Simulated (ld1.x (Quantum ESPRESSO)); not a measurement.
# Pseudopotential generation for thulium: ultrasoft, BLYP, scalar-relativistic.

ld1.x (Quantum ESPRESSO) 7.5 input, shortened:

```
&input
   title='Tm', zed=69., rel=1, dft='BLYP', iswitch=3,
   config='[Xe] 4f13 5d0 6s2 6p0'
 /
 &inputp
   pseudotype=3, tm=.true., lloc=-1, rcloc=2.85,
   nlcc=.true.,
   which_augfun='PSQ', rmatch_augfun_nc=.true.
 /
8
5S  1  0   2.00   0.00  1.60  2.00  0.0
6S  2  0   2.00   0.00  1.60  2.00  0.0
5P  2  1   6.00   0.00  1.95  2.25  0.0
6P  3  1   0.00   0.00  1.95  2.25  0.0
5D  3  2   0.00   0.00  3.20  3.80  0.0
5D  3  2   0.00   1.00  3.20  3.80  0.0
4F  4  3  13.00   0.00  0.80  0.90  0.0
4F  4  3   0.00   1.10  0.80  0.90  0.0
 &test
   configts(1)='4f13 5s2 5p6 5d0 6s2 6p0'
 /
```

All-electron outer shells of the reference configuration (BLYP, scalar-relativistic, ld1.x):

```json
{"shell": "4p", "level (eV)": "-325.97", "outermost node (bohr)": "0.26", "outermost maximum (bohr)": "0.49"}
{"shell": "4d", "level (eV)": "-171.33", "outermost node (bohr)": "0.24", "outermost maximum (bohr)": "0.50"}
{"shell": "5s", "level (eV)": "-53.15", "outermost node (bohr)": "0.59", "outermost maximum (bohr)": "1.10"}
{"shell": "5p", "level (eV)": "-26.68", "outermost node (bohr)": "0.63", "outermost maximum (bohr)": "1.26"}
{"shell": "6s", "level (eV)": "-3.76", "outermost node (bohr)": "1.49", "outermost maximum (bohr)": "3.29"}
{"shell": "4f", "level (eV)": "-2.87", "outermost node (bohr)": "–", "outermost maximum (bohr)": "0.50"}
{"shell": "6p", "level (eV)": "-0.99", "outermost node (bohr)": "1.84", "outermost maximum (bohr)": "4.79"}
{"shell": "5d", "level (eV)": "-0.68", "outermost node (bohr)": "0.72", "outermost maximum (bohr)": "2.15"}
```

**Question.** Does the generator finish with these settings?

**Answer.** Yes, a potential is produced and its reference levels are reproduced.

**Question.** Estimate the cutoffs (Ry, on a coarse ladder) from which the occupation-weighted sum of valence levels, in a spherical-Bessel basis at the reference potential, stays within 10 and 1 mRy of its value at 400 Ry.

**Answer.** 260 Ry and over 300 Ry.

**Question.** What does a ghost test show?

**Answer.** No extra level below or beside the all-electron valence levels (s, p, d, f tested).

**Question.** Is the overlap operator S = 1 + Σ q|β⟩⟨β| positive definite (Bessel basis up to 400 Ry)?

**Answer.** Yes: its lowest eigenvalue is 0.12 (p channel).

**Question.** Which valence shell sets the plane-wave cutoff?

**Answer.** 4f: its level needs 260 Ry to come within 1 mRy, against 21 Ry for 6s.

Its largest configuration-test error is -4.8 meV (4f13 5s2 5p6 5d0 6s0 6p0). Test run stopped at test 3 of 7 (negative rho).
